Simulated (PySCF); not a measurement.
Sn(F)(Cl)(Me)2 (C2H6ClFSn), SMILES [CH3][Sn]([CH3])([F])[Cl].

Geometry: B3LYP-D3(BJ)/def2-SVP. The structure was generated by enumeration; whether it is a known compound was not checked. The def2 effective core potentials stand for the cores of Sn; spin–orbit coupling is left out.

Two levels are set side by side: PBE/def2-TZVP (PySCF) and B3LYP/def2-TZVP (PySCF). Same geometry, gas phase. Differences are taken from unrounded values.

| quantity | PBE |
|---|---|
| orbital gap (eV) | 5.23 |
| highest occupied level (eV) | -7.12 |
| lowest empty level (eV) | -1.89 |
| dipole moment (D) | 4.06 |
| mean polarisability (bohr³) | 77.4 |

Question: These are the PBE values. What does B3LYP give? (Estimate from the structure and the level; the computed values follow.)

Answer: 
```tsv
quantity	B3LYP	PBE minus B3LYP
orbital gap (eV)	6.91	-1.68
highest occupied level (eV)	-8.17	1.05
lowest empty level (eV)	-1.26	-0.63
dipole moment (D)	4.21	-0.15
mean polarisability (bohr³)	75.4	2.0
```

PBE's occupied levels lie high since its potential decays too fast outside the molecule; exact exchange lowers them and widens the gap. Differences between two approximate levels are no errors against the true value.

Rough cost on one machine, each run with all the roots and properties that it gave: B3LYP against PBE within a factor of 2.
